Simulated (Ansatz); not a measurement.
Cs7⁻, 7 atoms. Hardware: 4 threads of Arm Neoverse V1 on a shared host.

In the def2 sets Cs takes a core potential; there is no spin–orbit coupling. Correlated methods freeze no core orbitals; core or outer-core shells of Cs are correlated, in sets that lack core-valence functions.

Question: How many basis functions does each of these Ansatz runs have, and roughly what does it cost? MP2/def2-TZVPD, charge -1 singlet, energy, from earlier orbitals; r2SCAN/def2-TZVPD, charge -1 singlet, energy, from earlier orbitals; B3LYP/def2-TZVPD, charge -1 singlet, energy, from earlier orbitals; B3LYP/def2-SVPD, charge -1 singlet, relaxation, 21 steps; BHLYP/def2-TZVPD, charge -1 singlet, energy, from earlier orbitals; RPA@PBE/def2-TZVPD, charge -1 singlet, energy, from earlier orbitals; PBE/def2-TZVPD, charge -1 singlet, energy and forces, from earlier orbitals; revPBE/def2-TZVPD, charge -1 singlet, energy, from earlier orbitals; PBE0/def2-TZVPD, charge -1 singlet, energy, from earlier orbitals.

Answer: Other jobs shared the machine, so times can vary by a factor of up to 3. A dash marks memory too small to be measured apart from the calling script's.

| run | functions | fitting or Cholesky vectors | wall time | peak host memory (GiB) |
| --- | --- | --- | --- | --- |
| MP2/def2-TZVPD, charge -1 singlet, energy, from earlier orbitals | 224 | 2058 | 9 s | 0.7 |
| revPBE/def2-TZVPD, charge -1 singlet, energy, from earlier orbitals | 224 | 2163 | 11 s | – |
| PBE/def2-TZVPD, charge -1 singlet, energy and forces, from earlier orbitals | 224 | 2163 | 11 s | – |
| BHLYP/def2-TZVPD, charge -1 singlet, energy, from earlier orbitals | 224 | 2296 | 16 s | 1 |
| B3LYP/def2-TZVPD, charge -1 singlet, energy, from earlier orbitals | 224 | 2163 | 16 s | 1 |
| PBE0/def2-TZVPD, charge -1 singlet, energy, from earlier orbitals | 224 | 2163 | 16 s | 1 |
| RPA@PBE/def2-TZVPD, charge -1 singlet, energy, from earlier orbitals | 224 | 2058 | 22 s | 0.88 |
| r2SCAN/def2-TZVPD, charge -1 singlet, energy, from earlier orbitals | 224 | 2163 | 24 s | 0.62 |
| B3LYP/def2-SVPD, charge -1 singlet, relaxation, 21 steps | 189 | 1898 | 3.8 min | 0.65 |
